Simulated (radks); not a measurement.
Values are calculated unless marked as measured or tabulated.
Task: Ionisation of the osmium ion Os3+, [Xe] 4f14 5d5, to Os4+, [Xe] 4f14 5d4, under several functionals. Scalar-relativistic Kohn-Sham, spin-unpolarised, spherical densities, finite nucleus; a radial shooting solver on a logarithmic mesh with Libxc functionals. Known Delta-SCF values: Wu-Cohen GGA 41.520 eV; PBEsol 41.511 eV. What does AM05 give, and what is its highest occupied eigenvalue?

Result: 41.510 eV by Delta-SCF; the 5d eigenvalue is -35.012 eV. NIST: 41 eV (theoretical).

Beside tabulated values, note that spin-unpolarised runs miss the spin-polarisation part of the exchange energy of open shells.
